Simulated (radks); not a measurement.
Results of a calculation; reference values are marked as such.
The selenium anion Se2-, [Kr], held by a Watson sphere: a shell of charge +2 at radius R that stands for the Madelung well of a crystal (potential energy -2/R inside, -2/r outside, in hartree with lengths in bohr). Code: a radial shooting solver on a logarithmic mesh with Libxc functionals. Model: scalar-relativistic Kohn-Sham, LB94 model potential, spin-polarised, spherical densities, finite nucleus; Fermi nuclear charge, rms radius of each element as measured or else 0.836 A^(1/3) + 0.57 fm. Response by self-consistent Sternheimer equations with the Hartree and adiabatic LDA kernel, the relativistic mass of each level held fixed and spin-orbit coupling left out. The sphere does not respond.

| R (bohr) | e(3d) (eV) | e(4s) (eV) | e(4p) (eV) | <r> 4p (bohr) | sum of <r^2> (bohr^2) | X-ray form factor at sin(theta)/lambda = 0.1 1/angstrom | alpha (bohr^3) |
|---|---|---|---|---|---|---|---|
| 2.49 | -60.718 | -22.047 | -11.534 | 2.341 | 54.62 | 32.653 | 34.13 |
| 3.4 | -59.100 | -19.640 | -9.398 | 2.532 | 62.24 | 32.361 | 54.45 |
| 4.13 | -57.924 | -18.195 | -7.949 | 2.643 | 67.28 | 32.212 | 75.83 |
| 4.64 | -57.181 | -17.362 | -7.088 | 2.702 | 70.32 | 32.142 | 93.33 |

Estimate the row for R = 4.65 bohr.

Answer. e(3d) (eV) -57.167; e(4s) (eV) -17.347; e(4p) (eV) -7.072; <r> 4p (bohr) 2.703; sum of <r^2> (bohr^2) 70.37; X-ray form factor at sin(theta)/lambda = 0.1 1/angstrom 32.141; alpha (bohr^3) 93.69.
